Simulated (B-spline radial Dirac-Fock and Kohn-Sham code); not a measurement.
**Ionisation energies of holmium ions, computed and tabulated**

Method: Dirac-Fock (average of configuration) total-energy differences with a finite nucleus, the Breit interaction including its frequency dependence, and self-energy and vacuum-polarisation corrections. Computed with a radial finite-basis atomic code. Each value is the difference of the configuration-average energies of two neighbouring ions in their tabulated ground configurations. Electron correlation is not included. NIST's values refer to the lowest levels; many for high charge states are themselves semi-empirical or theoretical. Where a p, d or f shell is open in either ion the computed value averages over both j values and all terms, while the table refers to the lowest levels; that difference holds spin-orbit splitting (largest in heavy or highly charged ions), term energies where several electrons share open shells, and correlation, and it can reach 10 % or more.

```
  ion      configuration  computed (eV)  NIST (eV)         kind  NIST − computed (eV)
Ho¹⁹⁺      [Kr] 4d10 4f2          471.6   475 ± 24  theoretical                 +3.44
Ho²⁰⁺      [Kr] 4d10 4f1          511.9    510 ± 4  theoretical                 -1.91
Ho²¹⁺          [Kr] 4d10          719.4    715 ± 4  theoretical                 -4.41
Ho²²⁺           [Kr] 4d9          760.8    755 ± 4  theoretical                 -5.84
Ho²³⁺           [Kr] 4d8          802.9    797 ± 4  theoretical                 -5.93
Ho²⁴⁺           [Kr] 4d7          845.7    842 ± 4  theoretical                 -3.67
Ho²⁵⁺           [Kr] 4d6          889.1    885 ± 4  theoretical                 -4.07
Ho²⁶⁺           [Kr] 4d5          933.1    929 ± 4  theoretical                 -4.10
Ho²⁷⁺           [Kr] 4d4          977.8    985 ± 4  theoretical                 +7.22
Ho²⁸⁺           [Kr] 4d3         1023.1   1029 ± 4  theoretical                 +5.89
Ho²⁹⁺           [Kr] 4d2         1069.1   1077 ± 4  theoretical                 +7.93
Ho³⁰⁺           [Kr] 4d1         1115.7   1122 ± 4  theoretical                 +6.34
Ho³¹⁺  [Ar] 3d10 4s2 4p6         1318.0   1300 ± 4  theoretical                -17.96
Ho³²⁺  [Ar] 3d10 4s2 4p5         1365.2   1346 ± 4  theoretical                -19.23
Ho³³⁺  [Ar] 3d10 4s2 4p4         1413.0   1395 ± 5  theoretical                -17.97
Ho³⁴⁺  [Ar] 3d10 4s2 4p3         1461.2   1443 ± 5  theoretical                -18.18
```

Question: Where in this range is the largest relative jump, and why?

Answer: From Ho²⁰⁺ (511.9 eV) to Ho²¹⁺ (719.4 eV), a factor of 1.41. The configuration goes from [Kr] 4d10 4f1 to [Kr] 4d10, so the next electron comes out of a deeper subshell.
